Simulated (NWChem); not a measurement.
A series in which one site is exchanged, each optimised at PBE0/def2-SVP with NWChem, gas phase unless a solvent is named. For some, no frequency run checked for a minimum. def2 effective core potentials on In; no spin-orbit coupling.

A: [F][AlH][F] (AlHF2; site = Al)
B: [F][InH][F] (InHF₂; site = In)
C: [F][GaH][F] (GaHF$_{2}$; site = Ga)
D: FBF (BHF$_{2}$; site = B)

Rank them by orbital gap (eV), PBE0/def2-SVP, lowest first.

B (7.95), C (8.99), A (9.33), D (10.63)
